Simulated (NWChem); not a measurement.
System: CH5FSi; SMILES C[SiH2]F

```xyz
8

Si     0.4665     0.1359    -0.0001
C     -0.4643    -1.4761    -0.0006
F     -0.5991     1.3695    -0.0001
H      1.3119     0.2749     1.2203
H      1.3123     0.2752    -1.2201
H     -1.1043    -1.5620    -0.8920
H      0.2395    -2.3240    -0.0020
H     -1.1028    -1.5636     0.8917
```
Atoms are numbered in this order, from 1.

All runs: NWChem. Geometry optimised at PBE0/def2-SVP; all other runs use it. 

| quantity | level | value |
|---|---|---|
| isotropic polarisability (bohr³), static | PBE/def2-SVPD | 41.9 |
| −ε(HOMO) (eV) | PBE/def2-SVP | 7.70 |
| vertical, lowest state with f > 0.02, singlet (eV) | PBE/def2-SVPD, TDA | ___ |
| cavity-dispersion-structure term (kcal/mol) in n-hexane | PBE0/def2-SVP, SMD | -0.2 |
| dipole (D) | PBE0/def2-SVP | ___ |
| highest harmonic frequency (cm⁻¹) | PBE0/def2-SVP | ___ |

Fill in the missing entries.


- vertical, lowest state with f > 0.02, singlet (eV), value: 7.96
- dipole (D), value: 1.83
- highest harmonic frequency (cm⁻¹), value: 3173
